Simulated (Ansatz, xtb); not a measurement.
C5H3ClFP: which of two isomers lies lower

Structure X is `FC1=CC(Cl)=CP=C1`, a singlet and structure Y is `FC1=CP=C(Cl)C=C1`, a singlet. Both are isolated molecules in the gas phase, relaxed with B3LYP-D3(BJ)/def2-SVP.

X (Å):

```xyz
11

C    -3.6224   -0.1608    0.7778
C    -3.2723   -0.7834    1.9691
C    -0.9066    0.4234    1.6082
C    -1.4800    0.9356    0.4455
C    -2.7863    0.6662    0.0278
Cl   -0.5150    1.9880   -0.5723
F    -4.8582   -0.3600    0.2961
P    -1.7155   -0.6327    2.7317
H    -4.0339   -1.4055    2.4482
H     0.1257    0.7041    1.8328
H    -3.1703    1.1017   -0.8947
```

Y (Å):

```xyz
11

C    -3.2024    0.1257   -0.0834
C    -3.2476   -0.5409    1.1414
C    -2.3090   -0.3031    2.1456
C    -1.2617    0.6098    2.0081
C    -2.2463    1.0712   -0.4269
Cl   -0.1634    0.7947    3.3644
F    -4.1530   -0.1767   -0.9813
P    -0.9375    1.5983    0.5938
H    -4.0474   -1.2664    1.3015
H    -2.3939   -0.8550    3.0854
H    -2.3255    1.5197   -1.4224
```

Quicker runs give these differences E(Y) − E(X): GFN2-xTB +7.41 kJ/mol; HF/STO-3G +0.33 kJ/mol (at GFN2-xTB geometries); r2SCAN-D4/def2-SVP +7.83 kJ/mol (at GFN2-xTB geometries).

Task: Estimate E(Y) − E(X) at the level CCSD(T)/def2-SVP + ΔMP2/def2-TZVPP.

Result: Calculated at CCSD(T)/def2-SVP + ΔMP2/def2-TZVPP: E(Y) − E(X) = +7.49 kJ/mol, so structure X lies lower.

How the difference moves with the method:

```csv
level,geometry,E(Y) − E(X) (kJ/mol),departure from the last row (kJ/mol),"job, with rough time for the two"
GFN2-xTB,GFN2-xTB,+7.41,−0.07,"optimisation, 0.14 s"
HF/STO-3G,GFN2-xTB,+0.33,−7.15,"single point, 0.6 s"
r2SCAN-D4/def2-SVP,GFN2-xTB,+7.83,+0.35,"single point, 7.5 s"
B3LYP-D3(BJ)/def2-SVP,B3LYP-D3(BJ)/def2-SVP,+6.66,−0.83,"optimisation, 41 s"
HF/def2-SVP,B3LYP-D3(BJ)/def2-SVP,+7.85,+0.36,part of the CCSD(T) run
MP2/def2-SVP,B3LYP-D3(BJ)/def2-SVP,+7.46,−0.02,part of the CCSD(T) run
CCSD(T)/def2-SVP,B3LYP-D3(BJ)/def2-SVP,+6.73,−0.75,single point
CCSD(T)/def2-SVP + ΔMP2/def2-TZVPP,B3LYP-D3(BJ)/def2-SVP,+7.49,,"single point, 1.9 min"
```

As drawn, both hold the same kinds of bond in the same numbers.

HF/STO-3G finds them nearly level. The largest departure from CCSD(T)/def2-SVP + ΔMP2/def2-TZVPP is that of HF/STO-3G, 7.15 kJ/mol. The last row adds to CCSD(T) the change of the MP2 difference between the two basis sets, here +0.75 kJ/mol.

With thermal terms from frequencies at re-optimised GFN2-xTB minima (ideal gas, soft modes damped towards free rotors, one conformer each, 298.15 K, 1 atm): on the last row, ΔE + ΔZPE = +7.74, ΔH = +7.87, ΔG = +7.67 kJ/mol.

The correlated steps freeze 16 core orbitals. Codes used: Ansatz 0.2.0, xtb 6.7.1; the last row on 2 threads of Arm Neoverse V2 on a shared host.
